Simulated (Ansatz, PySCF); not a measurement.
Barrier from R1 to the saddle point P1, each structure at its B3LYP-D3(BJ)/def2-TZVP stationary point, reached from a drawn start; harmonic modes at that level show the others as minima.
R1, CF3 (SMILES F[C](F)F) (charge 0, multiplicity 2):
| atom | x (Å) | y (Å) | z (Å) |
|---|---|---|---|
| C | 0.0000 | 0.0000 | 0.2980 |
| F | 1.2600 | 0.0000 | -0.0993 |
| F | -0.6300 | 1.0912 | -0.0993 |
| F | -0.6300 | -1.0912 | -0.0993 |
P1, CF3, a first-order saddle point (one imaginary mode, 1100i cm⁻¹) (charge 0, multiplicity 2):
```xyz
4

C      0.0000     0.0000     0.0000
F      1.3155     0.0000     0.0000
F     -0.6578     1.1393     0.0000
F     -0.6578    -1.1393     0.0000
```

P less R. No zero-point or thermal terms; open shells are unrestricted. No path was followed down from the saddle.

Correlated levels freeze the cores.

Programs: Ansatz (a quantum-chemistry and plane-wave program) with Gaussian orbitals; PySCF for the D3/D4 terms. No computed number here is a measurement.

| level | barrier height (kcal/mol) |
|---|---|
| HF/cc-pVDZ | 32.01 |
| revPBE-D3(BJ)/def2-TZVPP | 25.05 |
| revPBE-D4/def2-TZVPP | 25.10 |
| B97M-V/def2-TZVPP | 28.44 |
| B3LYP-D4/def2-TZVPP | 25.46 |
| B2PLYP-D4/def2-TZVPP | 27.82 |
| MP2/cc-pVDZ | 31.39 |
| SCS-MP2/cc-pVTZ | 31.27 |
| CCSD/cc-pVQZ | ? |

Q: Complete the blanks.

A: 
- CCSD/cc-pVQZ, barrier height (kcal/mol): 29.45
